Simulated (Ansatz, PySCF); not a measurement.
Ga(Me)3 (C₃H₉Ga), SMILES [CH3][Ga]([CH3])[CH3]. Atoms are numbered in the order given.

```xyz
13

Ga     0.0017    -0.0010     0.0018
C     -1.4033    -1.3876    -0.0267
H     -1.5129    -1.7991    -1.0449
H     -2.3802    -0.9474     0.2378
H     -1.2041    -2.2226     0.6623
C     -0.1613     1.5928    -1.1517
H      0.7257     1.6900    -1.8010
H     -0.1961     2.5065    -0.5334
H     -1.0574     1.5771    -1.7908
C      1.5688    -0.2079     1.1845
H      2.2695     0.6393     1.1301
H      2.1209    -1.1282     0.9265
H      1.2455    -0.3228     2.2334
```
Charge 0, spin multiplicity 1.

Coordinates come from a ωB97X-D3(BJ)/def2-SVP optimisation. The isomer is the one that the SMILES or the coordinates give; other isomers of the formula were not compared.

Two levels are set side by side: PBE-D3(BJ)/def2-SVP (Ansatz, a first-principles code) and ωB97X-D3(BJ)/def2-SVP (PySCF). Each level has its own optimised geometry; the coordinates shown are those of the second. Differences are taken from unrounded values.

| quantity | ωB97X-D3(BJ) | PBE-D3(BJ) | PBE-D3(BJ) minus ωB97X-D3(BJ) |
|---|---|---|---|
| mean bond length (Å) | 1.321 | 1.329 | 0.009 |
| bond Ga1–C2 (Å) | 1.974 | 1.988 | 0.014 |
| bond Ga1–C6 (Å) | 1.974 | 1.988 | 0.014 |
| bond Ga1–C10 (Å) | 1.974 | 1.988 | 0.014 |
| bond C2–H3 (Å) | 1.104 | 1.111 | 0.007 |
| bond C2–H4 (Å) | 1.104 | 1.111 | 0.007 |
| bond C2–H5 (Å) | 1.101 | 1.107 | 0.007 |
| bond C6–H7 (Å) | 1.104 | 1.111 | 0.007 |
| bond C6–H8 (Å) | 1.104 | 1.111 | 0.007 |
| bond C6–H9 (Å) | 1.101 | 1.108 | 0.007 |
| bond C10–H11 (Å) | 1.101 | 1.107 | 0.007 |
| bond C10–H12 (Å) | 1.104 | 1.111 | 0.007 |
| bond C10–H13 (Å) | 1.104 | 1.111 | 0.007 |

GGA bonds tend to be longer and softer than those of functionals with exact exchange. Differences between two approximate levels are no errors against the true value.
